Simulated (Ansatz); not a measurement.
Job for Ansatz (a program for electronic structure): R-revPBE/def2-TZVPPD on CH5Al (SMILES [CH3][AlH2]). Files ending in .json are basis or fitting sets from the Basis Set Exchange.

Ansatz 0.2 input:
```yaml
crystal:
  periodic: [false, false, false]
  atoms:
    - {symbol: C, position_ang: [-0.17782191, 0.91678711, -0.61249953]}
    - {symbol: Al, position_ang: [-0.32978266, -0.37361313, 0.86026338]}
    - {symbol: H, position_ang: [0.86233420, 1.09224218, -0.90214643]}
    - {symbol: H, position_ang: [-0.69800575, 0.55581439, -1.50582924]}
    - {symbol: H, position_ang: [-0.61951890, 1.88521093, -0.36002209]}
    - {symbol: H, position_ang: [0.58492859, -1.68608149, 0.82906625]}
    - {symbol: H, position_ang: [-1.71430386, -0.46922958, 1.65672070]}
basis:
  gaussian:
    orbitals: def2-TZVPPD.json
hamiltonian:
  xc: {name: revPBE}
scf: {lower_state_search: off}
```

Output:

```
WARN ansatz: RAYON_NUM_THREADS=1 ignored (pool sized by the plan → 1); use --threads N
Functional definition: revPBE
these checks for a lower state are left out or cut short: stability, starts, cluster_reference, orbital_swaps, neighbouring_geometries, increment
integrals: 0.06 GiB planned
770 factors; their error is unknown
mean field: 0.54 GiB planned
mean field evaluation 1: about -7704.3144 eV, gradient 6.3e1 eV
mean field evaluation 2: about -7683.7011 eV, gradient 9.2e1 eV
mean field evaluation 4: about -7713.7883 eV, gradient 3.5e0 eV
mean field evaluation 8: about -7713.8293 eV, gradient 3.3e-2 eV
mean field evaluation 16: about -7713.8125 eV, gradient 1.7e-5 eV
mean field -7713.81245100 eV, -283.4773789644 hartree, gradient 2.1e-6 eV, S^2 0.000000; 0 other end points of the search recorded, 0 dependent functions left out
reference -7713.81251402 eV, -283.4773812802 hartree; 12, 12 occupied and 158, 158 virtual orbitals, 770 factors
Total energy: -7713.81251402 eV, -283.4773812802 hartree
Checks for a lower state left out: stability, starts, cluster_reference, orbital_swaps, neighbouring_geometries, increment
```

The run converged.

Cost: roughly 0.9 core-seconds.
